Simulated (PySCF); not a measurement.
Rows and methods have been separated. Pair them.

Compound: B₂FH₇N₂.
SMILES: `F[BH-]1[NH2+][BH2-][NH2+]1`

The closed-shell ground state was solved 7 times with PySCF (density fitting, gas phase), always in the def2-SVPD basis (159 functions), with these functionals: B3LYP, BHandHLYP, HF, LC-wPBE, PBE, PBE0 and wB97X-D. Isolated species at its PBE0-D3(BJ)/def2-SVP geometry (one conformer only).

```tsv
row	total energy (Eh)	HOMO (eV)	LUMO (eV)	dipole (D)
P	-263.0899	-10.89	1.83	0.77
Q	-263.1624	-10.02	1.80	0.75
R	-263.1059	-9.50	0.70	0.82
S	-262.9151	-6.65	-0.45	0.66
T	-262.9430	-8.09	0.25	0.74
U	-261.7459	-11.65	2.04	0.86
V	-263.2484	-7.91	-0.06	0.74
```

Which functional belongs to which row?

P = LC-wPBE, Q = wB97X-D, R = BHandHLYP, S = PBE, T = PBE0, U = HF, V = B3LYP. By rising HOMO–LUMO gap: PBE (GGA) 6.20 eV; B3LYP (global hybrid, 20 % exact exchange) 7.85 eV; PBE0 (global hybrid, 25 % exact exchange) 8.34 eV; BHandHLYP (global hybrid, 50 % exact exchange) 10.20 eV; wB97X-D (range-separated hybrid) 11.82 eV; LC-wPBE (range-separated hybrid) 12.72 eV; HF (all exact exchange) 13.69 eV. Total energies of different functionals aren't bounds to one another; each is stationary for its own functional.

Note: wB97X-D ran without an empirical dispersion term, which enters the total energy and its gradient alone.
